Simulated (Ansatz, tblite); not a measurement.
Adding an electron: the cluster Li5H4⁺. Charge 1, multiplicity 1. Geometry: PBE0-D4/def2-TZVP. Ansatz, gas phase; energy differences of separate SCF runs; the reduced species was run as a doublet alone.

```
atom   x (Å)   y (Å)   z (Å)
 Li1   1.204   2.062   0.604
 Li2  -1.064  -2.120  -0.663
 Li3  -0.457   0.927  -2.235
 Li4  -0.210   0.087   0.088
 Li5   0.599  -0.986   2.175
  H6  -0.350  -1.637   0.859
  H7   0.305   1.656  -0.840
  H8   0.884   0.618   1.538
  H9  -0.910  -0.607  -1.526
```

The xTB rows come from tblite. The structure comes from a short search, and lower isomers may exist.

Estimate orbital energies and vertical electron affinities at: GFN1-xTB; GFN2-xTB; PBE-D4/def2-TZVP; r2SCAN-D4/def2-TZVP; PBE0-D4/def2-TZVP.


```
              level  −HOMO (eV)  −LUMO (eV)  vertical EA (eV)  HOMO–LUMO gap (eV)
           GFN1-xTB       15.61       13.29             11.32                2.32
           GFN2-xTB       13.58        8.34              6.20                5.24
   PBE-D4/def2-TZVP        8.97        4.79              3.19                4.18
r2SCAN-D4/def2-TZVP        9.16        4.25              3.02                4.92
  PBE0-D4/def2-TZVP       10.11        4.17              3.06                5.94
```

  Raw xTB energy differences between charge states are shifted by several eV; the methods need an empirical correction for them.
